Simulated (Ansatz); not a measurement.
Pulling on the Te1–F2 bond in FHOTe (SMILES O[Te]F) (multiplicity 1 held, fragments rigid). Energies count from the point at 1.925 Å.
Geometry at that point (charge 0, multiplicity 1):
```tsv
atom	x (Å)	y (Å)	z (Å)
Te	0.1195	0.0429	0.3093
F	-1.0755	1.1330	-0.7345
O	0.3087	-1.4058	-0.9812
H	0.9930	-1.1827	-1.6249
```

Unrestricted levels (U-) break spin symmetry where that is lower. Active spaces are followed from a long bond inwards. Levels need not reach the same state.

Frozen-core correlation. Filled d and f shells under p-block atoms count as core.

Run with Ansatz (Gaussian basis) for Hartree–Fock, density functionals and correlated methods. Each number belongs to the level named beside it. In def2 rows elements past Kr take small-core potentials, without spin–orbit coupling.

### Question
What energy at R = 6.160 Å does FIC-MRCISD+Q on CASSCF(6,4)/def2-SVP give?

### Answer
73.7 kcal/mol

### Question
What is the computed energy at R = 6.160 Å (U-HF/def2-SVP)?

### Answer
38.9 kcal/mol

### Question
Give the energy at R = 6.160 Å at the level U-CCSD/def2-SVP.

### Answer
72.9 kcal/mol

Doubts at one or more of the structures used: a spin-contaminated determinant (U-HF/def2-SVP, U-CCSD/def2-SVP); active orbitals that take no part (FIC-MRCISD+Q on CASSCF(6,4)/def2-SVP).

Ansatz is a program for electronic structure.
